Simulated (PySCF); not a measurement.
Frontier orbitals and the lowest excitations

Ta(NMe)Me3, C4H12NTa (singlet state).
Structure used (PBE0-D3(BJ)/def2-SVP), in Å, numbered top down from 1:
```
atom  x, y, z in Å
Ta1   -0.0064    0.0043   -0.4071
N2     0.0048   -0.0085    1.3575
C3     0.0121   -0.0155    2.7732
H4     0.6510    0.7889    3.1795
H5    -1.0029    0.1302    3.1844
H6     0.3953   -0.9720    3.1721
C7     2.0684    0.0022   -1.0211
H8     2.1351   -0.0815   -2.1238
H9     2.6537   -0.8229   -0.5808
H10    2.5655    0.9445   -0.7266
C11   -1.0443    1.8126   -0.9894
H12   -0.9769    1.9535   -2.0864
H13   -0.6534    2.7231   -0.5049
H14   -2.1163    1.7426   -0.7280
C15   -1.0479   -1.7932   -1.0149
H16   -2.0479   -1.8914   -0.5589
H17   -0.4732   -2.6937   -0.7314
H18   -1.1732   -1.8062   -2.1158
```

Computed with PySCF, TDDFT B3LYP/def2-SVPD, vertical, gas phase, core orbitals frozen in the response, def2 core potentials past Kr. Spin–orbit coupling is left out.

Frontier orbitals with the atoms that hold most of them (Löwdin shares over 4%, at most four atoms):

| orbital | ε (eV) | atoms |
| --- | --- | --- |
| LUMO+2 | -0.20 | Ta1 47%, C7 7%, C11 7%, C15 7% |
| LUMO+1 | -1.01 | Ta1 60%, C11 9%, C15 8%, N2 5% |
| LUMO | -1.02 | Ta1 60%, C7 10%, C15 5%, N2 5% |
| HOMO | -6.70 | N2 43%, Ta1 20%, C3 10%, C15 7% |
| HOMO-1 | -6.71 | N2 43%, Ta1 21%, C3 10%, C7 9% |
| HOMO-2 | -7.70 | Ta1 31%, C11 23%, C15 19%, N2 8% |
| HOMO-3 | -7.70 | Ta1 31%, C7 28%, C15 10%, N2 8% |

Q: How does S1 compare with the orbital gap of 5.68 eV?

A: S1 is at 4.31 eV (f = 0.0000), 1.37 eV below the gap, made of HOMO-1/HOMO→LUMO/LUMO+1 (99%). 

For S1 the Löwdin share of tantalum is 21% in HOMO-1 and 60% in LUMO.

Next come S2 at 4.47 eV (f 0.0001), HOMO-1/HOMO→LUMO/LUMO+1 (≥94%); S3 at 4.47 eV (f 0.0001), HOMO-1/HOMO→LUMO/LUMO+1 (≥94%); S4 at 4.83 eV (f 0.024), HOMO-1/HOMO→LUMO/LUMO+1 (≥92%); S5 at 5.14 eV (f 0.0000), HOMO-3/HOMO-2→LUMO/LUMO+1 (99%).

Orbitals of the list HOMO-3 to LUMO+2 that lie within 0.01 eV of each other are written together with a slash and their weights summed (≥ marks a lower bound); for degenerate orbitals outside that list single weights are arbitrary.
